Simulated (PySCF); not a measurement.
# Correlation energy of Ne⁺ (neon, charge +1)

[He] 2s2 2p5, 2P determinant. Computed with PySCF 2.14 in pcseg-2, with no relativity, point nucleus. Frozen: 1s2; 7 electrons correlated.

MP2 pair energies summed by pair of shells (mhartree):

| pair | energy | share (%) |
| --- | --- | --- |
| 2p-2p | -114.44 | 63.9 |
| 2s-2p | -56.03 | 31.3 |
| 2s-2s | -8.50 | 4.7 |

Total MP2 correlation energy: -178.98 mhartree.

Same-spin part -43.71 and opposite-spin part -135.26 mhartree; SCS-MP2 scales them by 1/3 and 6/5 to -176.89 mhartree.

```json
{"level": "CCSD", "correlation energy (mhartree)": "-191.27"}
{"level": "(T)", "correlation energy (mhartree)": "-2.08"}
{"level": "CCSD(T)", "correlation energy (mhartree)": "-193.35"}
```

Diagnostics: T1 = 0.0049, D1 = 0.0073, largest double amplitude 0.027.

Cost of the coupled-cluster step: 0.23 s of wall time on 1 thread of Intel(R) Xeon(R) 6975P-C (shared host), for 7 correlated electrons.
